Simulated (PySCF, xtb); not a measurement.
C₄H₄OSe, SMILES C=C1[Se]CC1=O.

Geometry: B3LYP-D3(BJ)/def2-SVP. This is a generated structure with no PubChem entry under its InChIKey; it may be hypothetical.

These are IEF-PCM-ωB97X/def2-SVP run with PySCF 2.14.0 values and carry that method's errors.

The values are the electrostatic part of the solvation free energy, E(continuum) − E(gas) at the gas-phase geometry, in a cavity of scaled van der Waals radii (PySCF's table); cavitation and dispersion terms are not included. In vacuum the orbital gap is 8.93 eV. The dipole moment in vacuum is 1.37 D.

```csv
solvent,ε,ΔG(elec) (kcal/mol),dipole (D),gap (eV)
water,78.36,-4.9,1.67,8.92
n-hexane,1.88,-1.8,1.47,8.93
acetone,20.49,-4.6,1.65,8.92
```

For comparison, GFN2-xTB/ALPB(water) (xtb, at the GFN2-xTB geometry, all terms of that model) gives -1.9 kcal/mol.
